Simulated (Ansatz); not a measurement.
A set of 12 reactions (hydrolysis), with CCSD(T)/CBS values in kJ/mol:

```tsv
reaction	ΔE
`[CH3][In]([CH3])[NH2]` + H₂O → `[CH3][In]([CH3])[OH]` + NH₃	-25.0
`CCC(O)S` + H₂O → `CCC(O)O` + H₂S	1.5
`[SH][In]([Br])[Br]` + H₂O → `[OH][In]([Br])[Br]` + H₂S	68.0
`C[S][Al]([CH3])[F]` + H₂O → `[CH3][Al]([OH])[F]` + CH₃SH	-32.0
`[NH2][AlH][C](=O)O[SiH3]` + H₂O → `O=C(O)O[SiH3]` + `[NH2][AlH2]`	5.5
`OCBCl` + H₂O → `OBCO` + HCl	-42.4
`[F][Al]([SH])[Cl]` + H₂O → `[OH][Al]([SH])[Cl]` + H–F	43.9
`[CH3][W](=[NH])(=[NH])[Cl]` + H₂O → `[CH3][W](=[NH])(=[NH])[OH]` + HCl	42.0
`[OH][Ti]([OH])([SH])[SH]` + H₂O → `[OH][Ti]([OH])([OH])[SH]` + H₂S	-19.5
`C[CH2][In]([Cl])[Cl]` + H₂O → `[OH][In]([Cl])[Cl]` + `CC`	-27.0
`[CH3][Mo]([OH])(=[S])=[S]` + H₂O → `[OH][Mo]([OH])(=[S])=[S]` + CH₄	-88.7
`F[SiH2]O[SiH](F)F` + H₂O → `O[SiH](F)O[SiH2]F` + H–F	40.8
```

Computed with Ansatz on PBE0-D4/def2-TZVP structures; ΔE is electronic, products minus reactants. CBS: MP2 limit from def2 TZ/QZ plus the TZ coupled-cluster correction, frozen cores. This one scheme is used for every species. DFT in def2-TZVPP. B3LYP here is the variant with VWN-RPA as its local correlation; programs differ in this. Elements past krypton have def2 core potentials. For Br, In, Mo, Ti, W outer-core shells are correlated without core-valence functions, which leaves a few kJ/mol of doubt a bond. Scalar relativity is left out up to krypton. One conformer a species, not always the lowest.

Give the mean, mean absolute and largest difference (level minus CCSD(T)/CBS, kJ/mol) for: PBE-D4, r2SCAN-D4, PBE0-D4, B3LYP-D4, ωB97X-V, ωB97M-V, PBE, r2SCAN, B3LYP, HF/def2-TZVPP, MP2/def2-TZVPP, CCSD/def2-TZVPP, SCS-MP2/def2-QZVPP, MP2/CBS(def2). (Estimate.)

The calculation gave: 
| level | mean | mean absolute | largest |
| --- | --- | --- | --- |
| PBE-D4 | -3.3 | 4.5 | -18.7 |
| r2SCAN-D4 | -6.5 | 6.7 | -24.0 |
| PBE0-D4 | -2.3 | 4.7 | -16.6 |
| B3LYP-D4 | -5.8 | 5.8 | -18.2 |
| ωB97X-V | -8.4 | 8.4 | -19.1 |
| ωB97M-V | -5.8 | 5.8 | -12.9 |
| PBE | -5.5 | 5.7 | -21.6 |
| r2SCAN | -7.2 | 7.5 | -24.9 |
| B3LYP | -9.5 | 10.4 | -22.7 |
| HF/def2-TZVPP | -12.6 | 14.1 | -41.3 |
| MP2/def2-TZVPP | 0.3 | 3.7 | 11.9 |
| CCSD/def2-TZVPP | -5.1 | 5.4 | -12.9 |
| SCS-MP2/def2-QZVPP | -1.4 | 3.0 | 8.2 |
| MP2/CBS(def2) | 3.9 | 4.9 | 16.6 |

The largest T1 diagnostic in the set is 0.026, for `[OH][Ti]([OH])([SH])[SH]` (customary mark 0.02).

CCSD(T)/CBS is a level of theory with its own doubt, and the functionals carry their triple-zeta basis error, so these figures describe this set and don't rank the functionals.
